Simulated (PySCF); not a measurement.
# LiBi⁻: from constants to spectrum

ωB97X constants of LiBi⁻, ⁴Σ⁻ (quartet), unpaired electrons σ ↑, π ↑↑ (PySCF, scalar-relativistic core potentials, basis sets Li def2-SVPD, Bi def2-SVPD with ECP60; masses 7.0160 and 208.9804 u):

| Quantity | Value |
| --- | --- |
| ωe | 290.9 cm⁻¹ |
| ωexe | 2.49 cm⁻¹ |
| Be | 0.308 cm⁻¹ |
| αe | 0.00386 cm⁻¹ |
| D (centrifugal) | 1.38e-06 cm⁻¹ |

Task: Give the vibrational terms G(v) and spacings up to v = 6.

Result: G(v) = ωe(v+½) − ωexe(v+½)².

```csv
v,G(v) (cm⁻¹),G(v) − G(v−1),Bv (cm⁻¹)
0,145,,0.3061
1,431,286,0.3022
2,712,281,0.2984
3,988,276,0.2945
4,1259,271,0.2906
5,1525,266,0.2868
6,1786,261,0.2829
```

Spin–orbit coupling is left out, which matters for elements this heavy, above all for dissociation energies. The state is the lowest determinant that a PBE0 search found; another state may lie lower at other levels.
